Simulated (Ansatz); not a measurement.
An input meant for SiHMe2(SiH3) (C2H10Si2) (charge 0, singlet).

```yaml
crystal:
  periodic: [false, false, false]
  atoms:
    - {symbol: Si, position_ang: [0.182503, 0.315721, 1.207179]}
    - {symbol: H, position_ang: [0.171483, 0.297975, 4.531031]}
    - {symbol: C, position_ang: [4.128839, 0.281568, -0.146290]}
    - {symbol: H, position_ang: [5.327218, -1.677976, 0.675633]}
    - {symbol: H, position_ang: [5.319156, 2.269932, 0.620958]}
    - {symbol: H, position_ang: [4.208773, 0.246251, -2.584899]}
    - {symbol: C, position_ang: [-1.826517, 3.714162, -0.142067]}
    - {symbol: H, position_ang: [-4.116435, 3.772357, 0.697245]}
    - {symbol: H, position_ang: [-1.915209, 3.763943, -2.580054]}
    - {symbol: H, position_ang: [-0.694066, 5.740003, 0.614783]}
    - {symbol: Si, position_ang: [-2.274768, -3.948822, -0.423854]}
    - {symbol: H, position_ang: [-0.888645, -6.702270, 0.801795]}
    - {symbol: H, position_ang: [-2.151338, -4.146562, -3.736655]}
    - {symbol: H, position_ang: [-5.470994, -3.926258, 0.465196]}
basis:
  gaussian: {orbitals: def2-mTZVP}
hamiltonian: {xc: {name: LC-wPBE}}
```

```sh
$ ansatz run in.yaml --threads 4 --pin off --events-out ev --progress --plain --max-ram 3916MiB
```

Shortened log:

```
Functional definition: LC-wPBE
  name "LC-wPBE"
  cite "Vydrov & Scuseria, J. Chem. Phys. 125, 234109 (2006) doi:10.1063/1.2409292"
  cite "Heyd & Scuseria, J. Chem. Phys. 120, 7274 (2004) doi:10.1063/1.1668634"
  cite "Ernzerhof & Perdew, J. Chem. Phys. 109, 3313 (1998) doi:10.1063/1.476928"
  cite "Perdew, Burke & Ernzerhof, Phys. Rev. Lett. 77, 3865 (1996) doi:10.1103/PhysRevLett.77.3865"
  parent pbe
  parameter omega = 0.4/bohr
  exchange = pbe_x_sr(omega) + exact_x_lr(omega)
  correlation = pbe_c
1236 factors; their error is unknown
462 factors; integrals over basis functions are off by at most 2.3e-5 eV
mean field evaluation 1: about -17909.9088 eV, gradient 3.3e1 eV
mean field evaluation 2: about -17675.6143 eV, gradient 1.4e2 eV
mean field evaluation 4: about -17917.7108 eV, gradient 2.8e1 eV
mean field evaluation 8: about -17923.1733 eV, gradient 1.1e0 eV
mean field evaluation 16: about -17923.2208 eV, gradient 7.5e-2 eV
mean field evaluation 32: about -17923.2214 eV, gradient 2.0e-3 eV
mean field evaluation 64: about -17923.1633 eV, gradient 2.3e0 eV
mean field -17923.22135130 eV, -658.6662358647 hartree, gradient 7.8e-6 eV, S^2 0.000000; 6 other end points of the search recorded, 0 dependent functions left out
reference -17923.22135132 eV, -658.6662358652 hartree; 25, 25 occupied and 87, 87 virtual orbitals, 1236 factors
Total energy: -17923.22135132 eV, -658.6662358652 hartree
```

Something in this input is off. What?

The geometry is stretched to more than twice its size. The calculation finished and met its thresholds. The result belongs to that input, not to the species as meant.
